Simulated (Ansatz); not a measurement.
Basis sets compared for Cu₂I₃. The state is a doublet with charge 0. Geometry B3LYP-D4/def2-SVP. Ansatz on 4 threads of Intel Xeon 6975P-C on a shared host; times are rough, and most runs start from earlier orbitals.

```xyz
5

Cu   -0.410    0.142   -1.117
Cu    0.375    0.031    1.138
I    -0.508    2.371    0.293
I    -1.498   -1.721    0.437
I     2.040   -0.824   -0.751
```

In the def2 sets I takes a core potential; there is no spin–orbit coupling. Another isomer (doublet) lies 0.47 eV lower at PBE0-D4/def2-TZVP; other spin states weren't run for this one.

Binding counts from free atoms (Cu doublet, I doublet) in the same basis, without a counterpoise term.

| level | functions | energy (Eh) | HOMO (eV) | LUMO (eV) | binding per atom (eV) | wall time |
| --- | --- | --- | --- | --- | --- | --- |
| PBE-D4/def2-SVP | 140 | -4173.3279 | -5.53 | -5.35 | 2.24 | 2.4 s |
| PBE0-D4/def2-SVP | 140 | -4173.4079 | -6.95 | -5.08 | 2.05 | 5.5 s |

Question: Estimate the rows for PBE-D4/def2-TZVP (with forces), PBE0-D4/def2-TZVP.

Answer: 
| level | functions | energy (Eh) | HOMO (eV) | LUMO (eV) | binding per atom (eV) | wall time |
| --- | --- | --- | --- | --- | --- | --- |
| PBE-D4/def2-TZVP (with forces) | 240 | -4173.8539 | -5.81 | -5.61 | 2.01 | 5.5 s |
| PBE0-D4/def2-TZVP | 240 | -4173.9123 | -7.08 | -5.25 | 1.88 | 16 s |
